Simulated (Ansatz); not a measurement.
The molecule CuBr, closed-shell singlet (the spin of the measured ground state). No spin–orbit coupling. Cu is treated without relativity. Br is treated without relativity.

```csv
level,bond energy D_e (eV)
SVWN5/def2-TZVPP,4.018
PBE/def2-TZVPP,3.404
r2SCAN/def2-TZVPP,3.489
B97M-V/def2-TZVPP,3.334
B3LYP/def2-TZVPP,3.169
PBE0/def2-TZVPP,3.344
BHLYP/def2-TZVPP,3.123
CAM-B3LYP/def2-TZVPP,3.254
wB97X-V/def2-TZVPP,3.484
wB97M-V/def2-TZVPP,3.469
CCSD/def2-TZVPP,3.265
CCSD/def2-QZVPP,3.397
CCSD(T)/def2-TZVPP,3.347
CCSD(T)/def2-QZVPP,3.492
"CCSD(T)/CBS(def2-TZVPP, def2-QZVPP)",3.586
```

The rows run from 3.123 (BHLYP/def2-TZVPP) to 4.018 eV (SVWN5/def2-TZVPP). From def2-TZVPP to def2-QZVPP CCSD(T) changes by 0.145. The 10 functionals in def2-TZVPP without D3 or D4 span 0.895, from BHLYP to SVWN5.

D_e counts from the fitted minimum to each atom's lowest state at the same level, without counterpoise. The singlet is restricted.

Correlated levels freeze the inner cores; with def2 sets outer-core shells near the valence are correlated too. CBS: X⁻³ extrapolation of the correlation energy, Hartree–Fock from the larger set.

Run with Ansatz (Gaussian orbitals). Each number belongs to the level named beside it.

Ansatz is a program for electronic structure.
